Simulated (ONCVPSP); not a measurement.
## Potentials for iridium compared

Generated with ld1.x 7.5 (TM, RRKJ, ultrasoft, PAW), atompaw 4.2 or ONCVPSP 4.0.1. The cutoff is in Ry: for ld1.x and atompaw files where the sum of valence levels is converged to 10 mRy in a Bessel basis, for ONCV files where the hardest occupied wave has 1 mHa per electron of residual kinetic energy. The error is the largest all-electron minus pseudo excitation energy over each file’s own four to seven test configurations (ionisations up to +4, promotions, holes and added fractions of an electron), all of which were solved. The labels leave out finer settings (local radius, basis sizes, second energies), which also bear on the numbers. Spin-polarised tests are not counted. The rows are a selection from randomly drawn settings: files with unsolved tests, undetermined cutoffs or missed reference levels are left out.

A true bound ghost makes a file unfit for plane-wave use even where its test errors are small: the radial tests pick states by their node count and pass the ghost by.

```tsv
potential	cutoff (Ry)	largest error (meV)	bound ghosts
ONCV, PBE, scalar-relativistic, rc 1.55/1.20/2.15 (spd), local smoothed, core correction no, reference 5s2 5p6 5d7 6s2, qcut 7.4/6.5/7.5, projectors 3/2/3	307	-367	none
ONCV, PW91, scalar-relativistic, rc 1.40/1.65/2.35 (spd), local smoothed, core correction yes, reference 5s2 5p6 5d7 6s2, qcut 8.2/9.6/5.9, projectors 2/1/3	56	-12	none
ONCV, PBE, scalar-relativistic, rc 1.70/1.85/1.70 (spd), local smoothed, core correction yes, reference 5s2 5p6 5d7 6s2, qcut 5.8/8.5/6.6, projectors 2/3/1	46	-73	none
ONCV, PBE, scalar-relativistic, rc 2.15/2.30/1.70 (spd), local smoothed, core correction yes, reference 5d7 6s2, qcut 2.8/4/4.9, projectors 2/2/3	105	-479	s, p
ONCV, PBEsol, scalar-relativistic, rc 1.80/1.30/1.70/1.85 (spdf), local smoothed, core correction no, reference 5s2 5p6 5d7 6s2, qcut 6.5/5/6.3/5.9, projectors 2/2/2/1	157	-23	none
ONCV, PBEsol, fully relativistic, rc 1.70/1.40/2.10/0.80 (spdf), local smoothed, core correction yes, reference 4f14 5s2 5p6 5d8 6s1, qcut 6.5/8.1/8.3/19.5, projectors 2/2/1/2	352	-3.7	s
ONCV, BLYP, scalar-relativistic, rc 1.65/1.80/1.65 (spd), local smoothed, core correction yes, reference 5s2 5p6 5d7 6s1, qcut 7.6/9.3/6.8, projectors 2/3/2	43	-416	none
```

(1) Fill in the row for Ir: ONCV, PBE, scalar-relativistic, rc 1.75/2.00/1.45 (spd), local smoothed, core correction yes, reference 5s2 5p6 5d7 6s1.5 6p0.5, qcut 6.5/5.4/6.5, projectors 2/3/2.

Results:

(1) cutoff 35 Ry, largest error -145 meV, bound ghosts: none.
